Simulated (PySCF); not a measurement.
# Rotational lines of LiZn⁺

Lines J+1 ← J of the vibrational ground state, computed from RHF-CCSD(T) constants of LiZn⁺, ¹Σ⁺ (singlet), closed shell (Li 6-31G(d,p), Zn 6-31G(d,p); no relativity (PySCF 2.14); masses 7.0160 and 63.9291 u), in MHz:

```tsv
J	ν (MHz)
0	24982.0
1	49962.3
2	74939.1
3	99910.7
4	124875.4
```

(1) Find B0 and the effective bond length r0; with αe = 0.00552 cm⁻¹, find Re.

Correlated steps freeze 5 core orbitals. Correlated levels converge slowly with the basis: in double zeta they bind strong bonds too weakly, by up to about 1 eV, and carry superposition errors of some tenths. For an ion De counts to the pair picked by the measured ionisation energies or electron affinities, which need not be the lowest pair at this level.

Results:

(1) ν = 2B0(J+1) − 4D(J+1)³ gives B0 = 0.41666 cm⁻¹. With the reduced mass μred = 6.3222 u, r0 = √(16.8576/(μred·B0)) (u, cm⁻¹, Å) = 2.5297 Å. Be = B0 + αe/2 = 0.41942 cm⁻¹ gives Re = 2.521 Å.
